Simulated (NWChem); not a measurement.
System: C3H2ClF; SMILES C=C=C(F)Cl

Here is an NWChem input.

```
start job
memory heap 200 mb stack 900 mb global 1100 mb
geometry units angstroms noautosym nocenter noautoz
  C      0.587190     2.404814     0.000000
  C      0.112293     1.187553     0.000000
  C     -0.349761    -0.030093     0.000000
  F     -1.655534    -0.333268     0.000000
  Cl     0.652637    -1.456219     0.000000
  H      0.794145     2.939344    -0.926749
  H      0.794145     2.939344     0.926749
end
basis spherical
  C library def2-svp
  F library def2-svp
  Cl library def2-svp
  H library def2-svp
end
dft
  xc xpbe96 cpbe96
  iterations 150
end
cosmo
  dielec 78.4
end
task dft energy
```

Coordinates come from a B3LYP/6-31G* (spherical d) optimisation.

Level: PBE/def2-SVP with COSMO at NWChem's default radii, gas-phase geometry; the question gives the dielectric constant.

Problem. Give the results of this calculation. (PBE/def2-SVP, COSMO on the gas-phase geometry.) Quantities: electrostatic solvation energy (kcal/mol); dipole in solution (D).

Solution. 
| Quantity | Result |
|---|---|
| electrostatic solvation energy (kcal/mol) | -1.7 |
| dipole in solution (D) | 2.34 |
